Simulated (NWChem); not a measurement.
Molecule: ZnHSCl; SMILES [SH][Zn][Cl]

```xyz
4

Zn    -0.0145     0.0167     0.0000
Cl    -0.0060     2.1294     0.0000
S     -0.0486    -2.1555     0.0000
H      1.3151    -2.2147     0.0000
```
Atoms are numbered in this order, from 1.

Results from NWChem. Pople sets run with spherical d functions. Structure relaxed at the PBE-D3(BJ)/def2-SVP level. Level M06-L/6-31G*: energy and gradient on several grids; changes count from the extra-fine grid, which is no exact limit either.

**Question.** Which is the coarsest grid (coarse; medium; xfine; fine; xcoarse) from which on the energy stays within 500 μHa and each gradient component within 500 μHa/bohr of xfine?

**Answer.** coarse.
```csv
grid,size of the energy change (μHa),largest change of a gradient component (μHa/bohr)
xcoarse,3000,3000
coarse,100,100
medium,< 10,90
fine,< 10,40
xfine,< 10,< 30
```
